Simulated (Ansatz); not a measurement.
## Two structures, one formula

Two relaxed structures of AlBH$_{3}$I, closed shell (PBE0-D4/def2-TZVP; forces vanish, vibrations not checked).

A:

```tsv
atom	x (Å)	y (Å)	z (Å)
Al1	-0.7574	0.4410	-0.6164
B2	0.6558	-0.8363	-1.4324
I3	2.3819	-1.7217	-0.7656
H4	-2.0709	-0.1748	0.0336
H5	-0.6172	2.0061	-0.8561
H6	3.0191	-1.4767	0.8876
```

B:

| atom | x (Å) | y (Å) | z (Å) |
| --- | --- | --- | --- |
| Al1 | -0.3290 | 0.4194 | -0.3599 |
| B2 | 0.6519 | 0.2088 | 1.3168 |
| I3 | 2.0089 | -1.1814 | 0.1489 |
| H4 | 1.6907 | -2.8722 | -0.0101 |
| H5 | -0.4034 | 0.9197 | -1.8596 |
| H6 | 0.6827 | -0.0014 | 2.4852 |

Program: Ansatz 0.2.0. Basis: def2-TZVPP. Cores are frozen in the correlated methods. Filled d shells of the heavier atoms are correlated. Core potentials replace the inner electrons of the atoms past krypton. The def2 sets are not built for correlating such inner shells, so the correlated values are less sure here. B3LYP uses VWN-RPA correlation.

Problem. Which structure is lower at CCSD(T), and by how much? (To be estimated.)

Solution. By the calculation: B, by 18.61 kcal/mol (electronic energy, against the other). By their contacts, A is AlBH₃I ([AlH2][B][IH]) and B is AlBH₃I ([BH]1[AlH][IH]1).

All methods give the same order:

```json
{"method": "PBE-D4", "E(B) − E(A) (kcal/mol)": "-22.25"}
{"method": "r2SCAN-D4", "E(B) − E(A) (kcal/mol)": "-20.83"}
{"method": "PBE0-D4", "E(B) − E(A) (kcal/mol)": "-21.97"}
{"method": "B3LYP-D4", "E(B) − E(A) (kcal/mol)": "-18.24"}
{"method": "wB97M-V", "E(B) − E(A) (kcal/mol)": "-20.97"}
{"method": "HF", "E(B) − E(A) (kcal/mol)": "-11.33"}
{"method": "MP2", "E(B) − E(A) (kcal/mol)": "-23.00"}
{"method": "CCSD", "E(B) − E(A) (kcal/mol)": "-17.32"}
{"method": "CCSD(T)", "E(B) − E(A) (kcal/mol)": "-18.61"}
```

T1 diagnostic: at most 0.020. The restricted Hartree–Fock reference is unstable towards an unrestricted one at one or more of these structures.

Labels in which every atom is bracketed show which atoms are joined, not bond orders.

For scale, one of the runs: CCSD(T)/def2-TZVPP, 165 basis functions, launched by `ansatz run in.yaml --threads 2 --pin off --events-out ev --progress --plain --max-ram 4352MiB`. The run took 19 s on 2 CPU threads of an Intel Xeon 6975P-C (shared host), with 1.5 GiB of host memory at its peak.
